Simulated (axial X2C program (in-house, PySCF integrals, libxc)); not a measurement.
# Ω levels of NSmO⁻ from open-shell CI on f(δφ)3 s1 f(π)0

Calculated with an in-house all-electron X2C program for linear molecules (integrals from PySCF): two-component X2C with atomic mean-field Coulomb and Gaunt terms, basis N dyall-v3z, Sm dyall-v3z, O dyall-v3z (cores contracted in-house). Orbitals come from Hartree–Fock averaged over the configuration Sm f(δφ)3 s1 f(π)0; CI then distributes these electrons over the f(δφ), s, f(π) shells of Sm.

N–Sm–O held linear, bonds 1.749 and 1.720 Å (the second held) (near the minimum of the configuration average).

Lowest levels of this model:

```
Ω  energy (cm⁻¹)     g∥   configuration
2              0   2.43  100% f(δφ)3 s1
3             62   6.42  100% f(δφ)3 s1
1            528   1.11  100% f(δφ)3 s1
2            722   2.89  100% f(δφ)3 s1
4           2427  10.18  100% f(δφ)3 s1
3           2537   6.17  100% f(δφ)3 s1
5           6115  13.70  100% f(δφ)3 s1
4           6338   9.70  100% f(δφ)3 s1
0           6895   0.00  100% f(δφ)3 s1
0           6895   0.00  100% f(δφ)3 s1
1           7085   0.39  100% f(δφ)3 s1
1           9156   0.18  100% f(δφ)3 s1
2           9222   3.81  100% f(δφ)3 s1
8           9554  17.45  100% f(δφ)3 s1
7           9602  13.44  100% f(δφ)3 s1
3          10230   7.63  100% f(δφ)3 s1
2          10309   3.63  100% f(δφ)3 s1
4          11688  11.40  100% f(δφ)3 s1
3          11893   7.39  100% f(δφ)3 s1
6          12843  10.24  100% f(δφ)3 s1
7          12886  14.24  100% f(δφ)3 s1
3          16317   7.23  100% f(δφ)3 s1
2          16339   3.20  100% f(δφ)3 s1
2          18463   2.72  100% f(δφ)3 s1
3          18484   6.69  100% f(δφ)3 s1
1          18930   0.80  100% f(δφ)3 s1
1          20939   0.60  100% f(δφ)3 s1
4          21022   9.85  100% f(δφ)3 s1
8          21327  16.91  100% f(δφ)3 s1
7          21364  13.05  100% f(δφ)3 s1
```

g∥ is the magnitude of 2⟨Lz + ge Sz⟩ for the +Ω component.

(1) From Ω and g∥ of the lowest level, whose 2⟨Lz + ge Sz⟩ is positive, find ⟨Sz⟩ and ⟨Lz⟩ (ge = 2.0023).

Occupations of the active spinors in the lowest level by ω, shell by shell in order of energy: -7/2: 0.03; -5/2: 0.46 0.01; -3/2: 0.51 0.00; -1/2: 0.96 0.00; 1/2: 0.04 0.00; 3/2: 0.79 0.00; 5/2: 0.53 0.41; 7/2: 0.27. The leading determinant has weight 0.30 among 94.

This point took 3.4 s on 1 thread of Arm Neoverse V2, on a shared host.

There is no dynamic correlation: spin–orbit spacings and, for f shells, spacings inside one term are the most reliable numbers, splittings between terms come out too wide, and energies between configurations are not reliable, so the lowest level need not be the ground state of the molecule. At most 6 roots were kept for each Ω > 0 (twice that for Ω = 0) within 3.5 eV of the lowest, so higher up levels can be missing between those listed; levels with Ω > 0 are doubly degenerate and listed once, Ω = 0 levels singly. States that fill the shells left empty in the average are placed too high. For an anion, levels above electron detachment are held by the basis set. Along the bond the averaged SCF switches between close solutions, so this one may not be the lowest. The molecule was held linear; bending was not examined.

Results:

(1) Ω = ⟨Lz⟩ + ⟨Sz⟩ = 2 and ⟨Lz⟩ + ge⟨Sz⟩ = 1.215, so ⟨Sz⟩ = -0.78 and ⟨Lz⟩ = 2.78.
